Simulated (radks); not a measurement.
Valence configurations of the ytterbium ion Yb3+ (all share [Xe]). All-electron calculation, scalar-relativistic Kohn-Sham, LDA (Slater exchange, Perdew-Wang correlation), spin-polarised, spherical densities, finite nucleus; open shells are filled with parallel spins first (spin-orbit coupling, left out, can overturn this in heavy ions); Fermi nuclear charge, rms radius 5.3108 fm. Program: a radial shooting solver on a logarithmic mesh with Libxc functionals. Order these by energy: 4f11.5 5d0.5 6s1; 4f11.5 6s1.5; 4f10.5 5d2 6s0.5; 4f12.5 6s0.5; 4f13; 4f12 6s1; 4f11 5d2; 4f12 6p1; 4f12 5d1; 4f12.5 5d0.5.

Answer. From the lowest, in eV above it: 4f13 0.000; 4f12.5 5d0.5 5.863; 4f12.5 6s0.5 6.610; 4f12 5d1 12.888; 4f12 6s1 15.012; 4f12 6p1 21.763; 4f11.5 5d0.5 6s1 23.872; 4f11.5 6s1.5 25.985; 4f11 5d2 30.813; 4f10.5 5d2 6s0.5 43.738. NIST lists [Xe] 4f13 as the ground configuration; this level of theory agrees among the configurations tried. The energies are those of spherical high-spin densities, not of single terms.
